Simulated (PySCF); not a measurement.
# Polarisability and C₆ of Tl⁺ (thallium, charge +1)

[Xe] 4f14 5d10 6s2, closed-shell 1S. Calculation: PySCF 2.14, in ANO-RCC-VTZP (8s7p5d3f2g, 93 functions); the spin-free X2C one-electron Hamiltonian (Gaussian nucleus). Coupled (time-dependent) response in atomic units; α is the mean over directions. The basis has no added diffuse functions, which lowers α and C₆.

```
method  mean α (bohr³)  C₆ (like pair)  S(−4)
   UHF           23.78           189.8  194.4
   PBE           19.50           154.3  115.2
```

S(−4) is the Cauchy moment in α(ω) = α(0) + S(−4) ω² + …

α(iu) at PBE:

```csv
u (hartree),α(iu) (bohr³)
0,19.50
0.0500,19.22
0.100,18.43
0.200,16.01
0.300,13.44
0.500,9.604
0.750,6.889
1.00,5.327
1.50,3.575
2.00,2.586
3.00,1.522
5.00,0.7030
```

A single London oscillator, α(iu) = α/(1 + u²/ω²), gives C₆ = (3/4) ω α². Matching the computed C₆ needs ω = 4 × 154.3 / (3 × 19.50²) = 0.541 hartree.

For an ion, C₆ is the dispersion term alone; charge-induced terms of lower order in 1/R come first.

Spin-orbit coupling, which splits the p, d and f shells strongly at this Z, is absent.
